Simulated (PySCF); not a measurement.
Structure problem from calculated spectra and properties.

Elements present: C, Cl, F and H. Monoisotopic mass: 120.0142 u.

- Triplet: lowest triplet excitation (Tamm–Dancoff): 2.98 eV [TDA PBE0/def2-SVPD]
- UV, first state: lowest singlet excitation: 5.30 eV (234 nm, f = 0.468) [TDDFT PBE0/def2-SVPD]
- NMR, other nuclei: isotropic shieldings of nuclei other than C and H, by class: 282 (1 F), 724 (1 Cl) ppm [GIAO PBE0/pcSseg-1]
- 1H NMR: chemical shifts (computed TMS as zero) by class: 6.33 (1 H), 5.41 (1 H), 5.24 (1 H), 2.15 (3 H) ppm [GIAO PBE0/pcSseg-1]
- 13C NMR: chemical shifts (computed TMS as zero) by class: 171.4 (1 C), 138.2 (1 C), 134.2 (1 C), 103.2 (1 C), 17.0 (1 C) ppm [GIAO PBE0/pcSseg-1]
- Polarisability: 79.4 au [PBE0/def2-SVPD]
- Dipole: 0.83 D [PBE0/def2-SVPD]
- Rotational structure: rotational constants A, B, C: 2.678, 1.961, 1.140 GHz [GFN2-xTB]

Electronic properties: PySCF, gas phase, density fitting. Levels stand in brackets. NMR shifts are as computed; neighbouring signals can stand in another order in a measured spectrum. Isolated species at its GFN2-xTB geometry (one conformer only). Each NMR value is the plain mean over a class of atoms that symmetry, rotation or inversion makes alike.

Task: Which formula fits the mass and the elements?

Result: C5H6ClF (calculated 120.0142). No other formula that holds each of these elements comes within 0.0003 u with a fitting electron parity and a possible valence count.

Task: Propose a structure and show how it fits.

Result: Numbering: `[CH2:1]=[C:2]([F:3])/[C:4]([Cl:5])=[CH:6]\[CH3:7]`. Its formula, C5H6ClF, gives 2 degrees of unsaturation: 0 rings and 2 π bonds in the structure found. 5 carbons fall into 5 classes; from least to most shielded: vinylic C–F carbon [C2] (171.4 ppm), alkene CH carbon [C6] (138.2 ppm), vinylic C–Cl carbon [C4] (134.2 ppm), terminal =CH2 carbon [C1] (103.2 ppm), allylic carbon [C7] (17.0 ppm). Hydrogen classes from least to most shielded: 1 H on an alkene CH carbon, C6 (6.33 ppm), 1 H on a terminal =CH2 carbon, C1 (5.41 ppm), 1 H on a terminal =CH2 carbon, C1 (5.24 ppm), 3 H on an allylic carbon, C7 (2.15 ppm, a mean of values up to 0.8 ppm apart in this geometry). The other shieldings belong to: 282 ppm, vinyl fluorine [F3]; 724 ppm, vinyl chlorine [Cl5]. S1 is mainly HOMO→LUMO (weight 0.95); the largest Löwdin shares of the orbital it empties are 0.22 on the alkene CH carbon, 0.20 on the terminal =CH2 carbon, 0.19 on the vinylic C–Cl carbon and 0.12 on the vinylic C–F carbon, of the orbital it fills 0.26 on the alkene CH carbon, 0.20 on the terminal =CH2 carbon, 0.16 on the vinylic C–Cl carbon and 0.14 on the vinylic C–F carbon. By its constants the optimised geometry is an asymmetric top. Structure: `C=C(F)/C(Cl)=C\C`. Computed isomers that give other values at the same levels: `C=C(Cl)/C=C(/C)F` (13C chemical shifts (computed TMS as zero) by class: 169.6 (1 C), 148.2 (1 C), 119.5 (1 C), 111.3 (1 C), 23.0 (1 C) ppm); `F[C@@H]1[C@@H](Cl)C12CC2` (13C chemical shifts (computed TMS as zero) by class: 84.4 (1 C), 45.8 (1 C), 24.1 (1 C), 11.2 (1 C), 10.9 (1 C) ppm); `C=C[C@H](F)C(=C)Cl` (rotational constant A: 3.371 GHz; this holds for the one conformer computed). The assignments are read from this structure; whether some other isomer fits the data as well wasn't checked.

Shape of the structure used: `[CH2:1]=[C:2]([F:3])/[C:4]([Cl:5])=[CH:6]\[CH3:7]`: C1–C2–C4–Cl5 -1°.
